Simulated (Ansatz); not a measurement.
`CO[SiH](Cl)SC` → `[CH2]` (triplet) + `CO[SiH](S)Cl`  (formal loss of a carbene)

Program: Ansatz. Geometries: PBE0-D4/def2-TZVP. ΔE: electronic, gas phase. CBS: MP2 limit from def2 TZ/QZ plus the TZ coupled-cluster correction, frozen cores. This one scheme is used for every species. Functionals use def2-TZVPP. B3LYP here is the variant with VWN-RPA as its local correlation; programs differ in this. Triplets are unrestricted, without spin–orbit coupling. One conformer a species, not always the lowest.

`CO[SiH](Cl)SC`:

```xyz
13

C     0.422   -1.566   -2.262
O    -0.401   -0.973   -1.279
Si    0.110    0.023   -0.105
Cl    1.602   -0.876    1.002
S    -1.588    0.437    1.062
C    -0.796    1.551    2.263
H    -0.219   -2.133   -2.937
H     1.148   -2.245   -1.806
H     0.960   -0.808   -2.841
H     0.744    1.253   -0.636
H    -0.076    1.012    2.876
H    -0.311    2.391    1.765
H    -1.594    1.934    2.897
```

`[CH2]` (triplet):

```xyz
3

C    -0.108    0.168   -0.190
H    -0.747    0.055    0.672
H     0.854   -0.223   -0.482
```

`CO[SiH](S)Cl`:

Z-matrix (Å, degrees):
```
C
O 1 1.414
H 1 1.090 2 107.8
H 1 1.094 2 111.2 3 -119.5
H 1 1.095 2 111.2 3 119.0
Si 2 1.626 1 124.1 3 175.1
Cl 6 2.039 2 104.7 1 -178.7
S 6 2.124 2 112.9 1 -56.6
H 6 1.479 2 112.6 1 62.3
H 8 1.345 6 93.7 2 -60.5
```

Task: Is it downhill or uphill in electronic energy at CCSD(T)/CBS, and by how much? (Estimate.)

Result: Computed: Uphill: ΔE = +4.41 eV.

Task: What do these levels give: r2SCAN-D4, PBE0-D4, ωB97X-V, PBE, B3LYP, MP2/def2-TZVPP? (Best estimate.)

Result: Ansatz gave: r2SCAN-D4 4.18, PBE0-D4 4.39, ωB97X-V 4.52, PBE 4.41, B3LYP 4.23, MP2/def2-TZVPP 4.42 eV.

Largest T1 diagnostic among the species: 0.011.

The D4 term adds +0.13 eV with B3LYP and +0.07 eV with PBE0; it sums over pairs of atoms, weighted by their polarisabilities, and B3LYP, whose exchange is more repulsive, gets the larger term. From PBE to PBE0 (25 % exact exchange), in def2-TZVPP and without D4, ΔE moves by −0.09 eV.
